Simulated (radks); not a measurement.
Values are calculated unless marked as measured or tabulated.
All-electron atom: Cs26+ in [Ar] 3d10 4s1.

Level of theory: Dirac Kohn-Sham, exchange-only PBE, spin-unpolarised, spherical densities, finite nucleus; Fermi nuclear charge, rms radius 4.8041 fm (a radial shooting solver on a logarithmic mesh with Libxc functionals).

Energy parts (hartree):
part                   energy
total              -7458.5896
kinetic             7960.3962
electron-nucleus  -17176.2700
Hartree             1919.2835
exchange            -161.9993

Orbitals (lengths in bohr, moments of r in powers of bohr):
| orbital | occ. | eigenvalue (hartree) | <r^4> |
|---|---|---|---|
| 1s1/2 | 2 | -1346.399 | 2.244e-06 |
| 2s1/2 | 2 | -237.1383 | 0.0003731 |
| 2p1/2 | 2 | -225.1254 | 0.0002363 |
| 2p3/2 | 4 | -212.1171 | 0.0002875 |
| 3s1/2 | 2 | -71.99420 | 0.01464 |
| 3p1/2 | 2 | -66.99609 | 0.01358 |
| 3p3/2 | 4 | -64.40521 | 0.01564 |
| 3d3/2 | 4 | -55.73569 | 0.01174 |
| 3d5/2 | 6 | -55.17334 | 0.01226 |
| 4s1/2 | 1 | -33.08676 | 0.2383 |

The highest occupied level is 4s1/2 at -900.34 eV. For comparison, the ionisation energy in NIST's Atomic Spectra Database is 916.1 eV (semi-empirical). In exact Kohn-Sham theory the highest level is minus the ionisation energy, but local and semilocal functionals leave it too shallow, through self-interaction and a potential that decays too fast; potentials with the right tail come closer. Summed over all electrons, <r^2> = 2.127 bohr^2, which gives a Langevin (diamagnetic) susceptibility term of -1.68 x 10^-6 cm^3/mol. The electron density at the nucleus is 2.96e+05 e/bohr^3. The density falls to 0.001 e/bohr^3 at r = 1.27 bohr.

Beside tabulated values, note that spin-unpolarised runs miss the spin-polarisation part of the exchange energy of open shells.
